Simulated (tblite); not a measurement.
C7H15OP.
Numbering: `[CH2:1]=[CH:2][P@@:3]([CH3:4])(=[O:5])[C:6]([CH3:7])([CH3:8])[CH3:9]` (hydrogens: H10, H11 on C1; H12 on C2; H13, H14, H15 on C4; H16, H17, H18 on C7; H19, H20, H21 on C8; H22, H23, H24 on C9)

Computed with GFN2-xTB (tblite), gas phase: L-BFGS steps from a force-field or distance-geometry start until the largest atomic force falls under 0.01 eV/Å.

Step 0: E = -795.0761 eV
```
atom  x, y, z in Å  |  force x, y, z in eV/Å
C1      2.8654   -1.3478   -0.3450   -1.058   0.680   0.696
C2      1.8757   -0.6814    0.2684    1.501  -1.180   1.011
P3      0.7467    0.3343   -0.6336    0.648  -0.406  -4.329
C4      1.1675    2.0588   -0.3143    0.167   0.778   1.151
O5      0.8872    0.0815   -2.1150    0.050   0.238   1.729
C6     -0.9289   -0.1070   -0.1627   -1.396  -0.632   0.467
C7     -1.4679    0.6782    1.0075   -0.746   0.495   0.511
C8     -1.9277    0.1272   -1.2772   -1.048   0.226   0.047
C9     -0.9533   -1.6091    0.0904    0.542  -0.144   0.476
H10     2.9783   -1.2797   -1.4051    0.092  -0.049  -0.249
H11     3.5196   -1.9531    0.2525    0.263  -0.155  -0.206
H12     1.8177   -0.8086    1.3560   -0.193   0.314  -0.335
H13     2.2450    2.0814   -0.0250   -0.697   0.169  -0.471
H14     0.9565    2.6299   -1.2344    0.224  -0.244   0.568
H15     0.5896    2.4342    0.5546    0.367   0.086  -0.575
H16    -2.5252    0.3297    1.1605    1.033   0.312   0.501
H17    -1.5370    1.7548    0.7503    0.061  -0.533   0.138
H18    -0.8587    0.5847    1.9109   -0.255  -0.117  -0.058
H19    -2.0456   -0.7567   -1.9345    0.384   0.907   0.046
H20    -2.9132    0.2480   -0.7411    0.670   0.067  -1.053
H21    -1.6527    1.0574   -1.7885   -0.408  -0.467  -0.272
H22    -0.2371   -1.8124    0.9113   -0.476  -0.401  -0.457
H23    -0.6447   -2.1254   -0.8483   -0.203   0.199   0.892
H24    -1.9689   -1.8990    0.4033    0.480  -0.143  -0.229
```

Step 1: E = -795.3303 eV
```
atom  x, y, z in Å  |  force x, y, z in eV/Å
C1      2.8503   -1.3380   -0.3351    0.905  -0.673  -0.376
C2      1.8971   -0.6983    0.2829   -0.739   0.559   0.566
P3      0.7559    0.3285   -0.6954   -0.121   0.248   2.319
C4      1.1699    2.0699   -0.2979    0.004  -0.003   0.097
O5      0.8879    0.0849   -2.0903    0.573  -0.587  -3.375
C6     -0.9488   -0.1160   -0.1560   -0.380  -0.056   0.073
C7     -1.4785    0.6853    1.0148   -0.085   0.096   0.280
C8     -1.9427    0.1304   -1.2766   -0.341   0.078   0.013
C9     -0.9455   -1.6111    0.0972   -0.032  -0.014   0.263
H10     2.9796   -1.2804   -1.4086   -0.027  -0.023   0.191
H11     3.5234   -1.9553    0.2496    0.120  -0.010  -0.370
H12     1.8150   -0.8041    1.3512   -0.193   0.241   0.185
H13     2.2350    2.0838   -0.0317   -0.264   0.201  -0.282
H14     0.9597    2.6264   -1.2263    0.216  -0.085   0.548
H15     0.5948    2.4354    0.5464    0.055   0.208  -0.074
H16    -2.5104    0.3341    1.1677    0.431   0.182   0.588
H17    -1.5361    1.7472    0.7522    0.022  -0.188   0.070
H18    -0.8623    0.5830    1.9101   -0.222  -0.084  -0.008
H19    -2.0401   -0.7438   -1.9339    0.273   0.634  -0.114
H20    -2.9036    0.2490   -0.7561   -0.010   0.155  -0.728
H21    -1.6585    1.0507   -1.7924   -0.354  -0.306  -0.260
H22    -0.2439   -1.8181    0.9048   -0.136  -0.416  -0.084
H23    -0.6476   -2.1226   -0.8356   -0.086   0.075   0.627
H24    -1.9620   -1.9010    0.4000    0.390  -0.232  -0.149
```

Step 2: E = -795.4633 eV
```
atom  x, y, z in Å  |  force x, y, z in eV/Å
C1      2.8561   -1.3428   -0.3365    0.126  -0.127   0.060
C2      1.8949   -0.6968    0.2932   -0.071   0.169  -0.267
P3      0.7572    0.3296   -0.6868   -0.005  -0.254  -0.401
C4      1.1706    2.0729   -0.2922   -0.072  -0.180  -0.116
O5      0.8944    0.0793   -2.1210    0.295  -0.079  -0.478
C6     -0.9586   -0.1192   -0.1534   -0.118   0.121   0.019
C7     -1.4825    0.6883    1.0199    0.168  -0.056   0.115
C8     -1.9507    0.1322   -1.2762    0.077   0.062  -0.030
C9     -0.9437   -1.6119    0.1020   -0.190   0.071   0.145
H10     2.9797   -1.2808   -1.4075   -0.034  -0.012   0.125
H11     3.5258   -1.9560    0.2446    0.226  -0.114  -0.258
H12     1.8120   -0.8002    1.3520   -0.194   0.192   0.481
H13     2.2293    2.0867   -0.0367   -0.012   0.192  -0.179
H14     0.9630    2.6245   -1.2180    0.161  -0.012   0.404
H15     0.5969    2.4381    0.5433   -0.070   0.273   0.135
H16    -2.5015    0.3374    1.1762    0.086   0.095   0.615
H17    -1.5356    1.7430    0.7536    0.005  -0.003   0.040
H18    -0.8658    0.5816    1.9098   -0.134  -0.074   0.088
H19    -2.0356   -0.7331   -1.9349    0.222   0.423  -0.219
H20    -2.9010    0.2510   -0.7684   -0.402   0.192  -0.492
H21    -1.6641    1.0454   -1.7964   -0.293  -0.193  -0.259
H22    -0.2473   -1.8243    0.9020    0.025  -0.405   0.111
H23    -0.6494   -2.1210   -0.8251   -0.015   0.001   0.430
H24    -1.9558   -1.9042    0.3974    0.219  -0.282  -0.068
```

Problem. Estimate the geometry and energy of step 3. (The exact step hangs on the optimiser's Hessian estimate; all steps are aligned on step 2, rigid shifts and turns removed.)

Solution. E = -795.5344 eV, largest force 0.730 eV/Å
```
atom  x, y, z in Å  |  force x, y, z in eV/Å
C1      2.8593   -1.3462   -0.3349   -0.145   0.081   0.146
C2      1.8948   -0.6947    0.2939    0.098  -0.015  -0.191
P3      0.7585    0.3248   -0.6971   -0.056  -0.237  -0.688
C4      1.1698    2.0719   -0.2904   -0.142  -0.324  -0.008
O5      0.9027    0.0759   -2.1399    0.206   0.015   0.120
C6     -0.9668   -0.1191   -0.1512    0.134   0.134  -0.042
C7     -1.4820    0.6892    1.0249    0.186  -0.062  -0.026
C8     -1.9540    0.1344   -1.2766    0.140   0.065   0.020
C9     -0.9457   -1.6110    0.1074   -0.070   0.127   0.137
H10     2.9792   -1.2813   -1.4050   -0.033  -0.015   0.081
H11     3.5314   -1.9587    0.2375    0.269  -0.157  -0.162
H12     1.8070   -0.7945    1.3608   -0.165   0.216   0.190
H13     2.2257    2.0917   -0.0428    0.119   0.152  -0.105
H14     0.9677    2.6231   -1.2062    0.073   0.126   0.135
H15     0.5970    2.4444    0.5437   -0.058   0.201   0.124
H16    -2.4948    0.3409    1.1919   -0.090   0.039   0.568
H17    -1.5352    1.7404    0.7551    0.006   0.077   0.046
H18    -0.8701    0.5795    1.9112    0.010  -0.069   0.195
H19    -2.0290   -0.7196   -1.9394    0.183   0.180  -0.311
H20    -2.9065    0.2555   -0.7841   -0.523   0.183  -0.359
H21    -1.6724    1.0390   -1.8032   -0.188  -0.003  -0.276
H22    -0.2489   -1.8350    0.9023    0.049  -0.322   0.169
H23    -0.6507   -2.1200   -0.8115    0.047  -0.072   0.204
H24    -1.9485   -1.9109    0.3948   -0.048  -0.320   0.035
```

The energy changes by -0.0710 eV. The first-order estimate −F·Δx gives -0.0902 eV and the mean of the old and new forces, exact on a quadratic surface, -0.0711 eV. The step makes an angle of 23° with the force vector and moves no atom by more than 0.021 Å.

What follows is the cost of the whole relaxation. On one thread of an Arm Neoverse V1, no GPU (shared host), this took 1.5 s wall.
